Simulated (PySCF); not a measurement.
**Relaxation of singlet BeCl₂**

Level of theory: PBE in PySCF with Be def2-TZVP, Cl def2-TZVP; no relativity; density-fitted integrals. A (50,194) grid was used.

A hand-made bent start, of C2v symmetry, held to at least that symmetry:

Coordinates in bohr (charge 0 multiplicity 1):
```
Be    0.0000    0.0000   -1.9300
Cl    3.1114    0.0000    0.2487
Cl   -3.1114    0.0000    0.2487
```

Q: What forces act on the atoms at the start (eV/Å)?

A: 
```tsv
atom	Fx	Fy	Fz
Be1	0.00	0.00	3.94
Cl2	-1.11	0.00	-1.97
Cl3	1.11	0.00	-1.97
```

Q: What does it relax to?

A: It ends at D∞h with Be–Cl 1.809 Å (×2); Cl–Be–Cl 180.0°. No frequency check is given, so it may be a saddle point. Other isomers or separated fragments may lie lower.

Q: How much energy is released, and in how many steps?

A: 152.0 kJ/mol in 7 steps.

The relaxation took 6.3 s on 2 threads of a shared Arm Neoverse V1 host, with 93 basis functions and 8 gradients; the process peaked at 0.75 GiB. Launch command: `OMP_NUM_THREADS=2 python axn.py task.json out`.
